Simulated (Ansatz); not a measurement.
Basis-set extrapolation for Al2H6SSi (`[AlH2][S][AlH][SiH3]`) (PBE0-D4/def2-TZVP geometry, frozen core, Ansatz 0.2.0). Multiplicity 1, RHF reference.

```json
{"": "HF", "def2-TZVPP": "-1173.892675", "def2-QZVPP": "-1173.926679"}
{"": "MP2 correlation", "def2-TZVPP": "-0.467471", "def2-QZVPP": "-0.505132"}
{"": "CCSD(T) correlation", "def2-TZVPP": "-0.553829", "def2-QZVPP": "not run"}
```

Energies in hartree. Use E(X) = E(∞) + A·exp(−7.88·√X) for Hartree–Fock and E(X) = E(∞) + B·X^(−2.97) for correlation, with X = 3 and 4, and add CCSD(T) minus MP2 of the smaller set to the MP2 limit.

Problem. What is the CCSD(T) energy at the basis-set limit?

Solution. HF limit: -1173.926679 + (-0.034004) × 0.13774 = -1173.93136. MP2 limit: -0.505132 + (-0.037661) × 0.74074 = -0.53303. Higher-order term: -0.553829 − (-0.467471) = -0.08636. Total: -1174.55075 hartree, 2.84 eV below CCSD(T)/def2-TZVPP.
